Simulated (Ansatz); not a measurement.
One geometry of the cluster Cd2Se3⁻, several levels of theory.

```yaml
crystal:
  periodic: [false, false, false]
  atoms:
    - {symbol: Cd, position_ang: [-1.968621, -1.070526, -0.552479]}
    - {symbol: Cd, position_ang: [2.317897, 0.318416, -1.081904]}
    - {symbol: Se, position_ang: [-0.769710, 1.512953, -0.701673]}
    - {symbol: Se, position_ang: [-0.003565, 0.757184, 1.397110]}
    - {symbol: Se, position_ang: [0.423999, -1.518036, 0.938947]}
basis:
  gaussian: {orbitals: def2-TZVPD, initial_orbitals: start.molden}
total_charge: -1
magnetization: {spin_polarized: true, initial_magnetization: 1}
hamiltonian: {xc: pbe0, dispersion: d4}
scf: {omitted_lower_state_checks: [starts]}
output: {orbitals: {seedname: orbitals}}
```

The file start.molden holds the orbitals of an earlier run on this structure, at another level or in another basis.

```sh
$ ansatz run in.yaml --threads 4 --pin off --events-out ev --progress --plain --max-ram 4787MiB
```

It prints (some lines left out):

```
Functional definition: PBE0
1848 factors; integrals over basis functions are off by at most 6.2e-4 eV
mean field evaluation 1: about -205158.6057 eV, gradient 1.4e2 eV
mean field evaluation 2: about -205159.9696 eV, gradient 3.7e0 eV
mean field evaluation 4: about -205160.3689 eV, gradient 4.7e-1 eV
mean field evaluation 8: about -205160.3759 eV, gradient 3.6e-4 eV
mean field -205160.37585325 eV, -7539.5047499095 hartree, gradient 2.1e-5 eV, S^2 0.759249; 0 other end points of the search recorded, 0 dependent functions left out
reference -205160.37589231 eV, -7539.5047513449 hartree; 72, 71 occupied and 179, 180 virtual orbitals, 1848 factors
Total energy: -205160.74450332 eV, -7539.5182975498 hartree
Checks for a lower state left out: starts
```

It took 21 s on 4 threads of Arm Neoverse V2 on a shared host, peak host memory 1.3 GiB.

The first input with `hamiltonian: {xc: r2scan, dispersion: d4}` (abridged; 23 s):

```
Functional definition: r2SCAN
mean field -205186.24355840 eV, -7540.4553705399 hartree, gradient 2.2e-5 eV, S^2 0.758963
Total energy: -205186.32551660 eV, -7540.4583824485 hartree
Checks for a lower state left out: starts
```

The first input with `hamiltonian: {xc: pbe}`, `correlation: {method: rpa}` and without the key `output` (abridged; 22 s):

```
Functional definition: PBE
mean field -205155.11861958 eV, -7539.3115501356 hartree, gradient 2.3e-6 eV, S^2 0.753059
27 core orbitals not correlated: weight in the atoms' cores, before any rotation towards them, 1.000 or more for the frozen orbitals, at most 0.000 for the correlated occupied ones
Total energy: -205059.78085041 eV, -7535.8079517408 hartree
Checks for a lower state left out: starts
```

As the first input, with `correlation: {method: mp2}` and without the key `hamiltonian` (abridged; 28 s):

```
Functional definition: HF
mean field -204994.41647339 eV, -7533.4058551910 hartree, gradient 3.0e-6 eV, S^2 0.766396
27 core orbitals not correlated: weight in the atoms' cores, before any rotation towards them, 1.000 or more for the frozen orbitals, at most 0.000 for the correlated occupied ones
second order -49.48863084 eV of doubles, -0.00000000 eV of singles
Total energy: -205043.90510423 eV, -7535.2245288296 hartree
Checks for a lower state left out: starts
```

First input, but with `hamiltonian: {xc: hf}` (abridged; 21 s):

```
Functional definition: HF
mean field -204994.41647339 eV, -7533.4058551910 hartree, gradient 3.1e-5 eV, S^2 0.766395
Total energy: -204994.41647339 eV, -7533.4058551910 hartree
Checks for a lower state left out: starts
```

The first input with `hamiltonian: {xc: {name: BLYP}, dispersion: d4}` (abridged; 12 s):

```
Functional definition: BLYP
mean field -205185.04271686 eV, -7540.4112404274 hartree, gradient 2.4e-5 eV, S^2 0.751946
Total energy: -205185.92615307 eV, -7540.4437061093 hartree
Checks for a lower state left out: starts
```

As the first input, with `hamiltonian: {xc: pbe, dispersion: d4}`, `output: {forces: true, orbitals: {seedname: orbitals}}` (abridged; 10 s):

```
Functional definition: PBE
mean field -205155.11862989 eV, -7539.3115505147 hartree, gradient 1.3e-5 eV, S^2 0.753059
Total energy: -205155.54439460 eV, -7539.3271970789 hartree
Atom 0 force    -0.206758    -0.123732    -0.072090 eV/Å
Atom 1 force     0.033370    -0.002712    -0.031893 eV/Å
Atom 2 force     0.072813     0.153647     0.002737 eV/Å
Atom 3 force    -0.032200    -0.020330     0.004906 eV/Å
Atom 4 force     0.132775    -0.006873     0.096340 eV/Å
Dipole moment:    -0.069267    -0.046977    -0.035707 e Å
Checks for a lower state left out: starts
```

Geometry: r2SCAN-D4/def2-SVPD.

In the def2 sets Cd takes a core potential; there is no spin–orbit coupling. Correlated methods freeze 27 core orbitals; core or outer-core shells of Cd, Se are correlated, in sets that lack core-valence functions. Another isomer (doublet) lies 1.06 eV lower at PBE0-D4/def2-TZVPD; other spin states weren't run for this one.
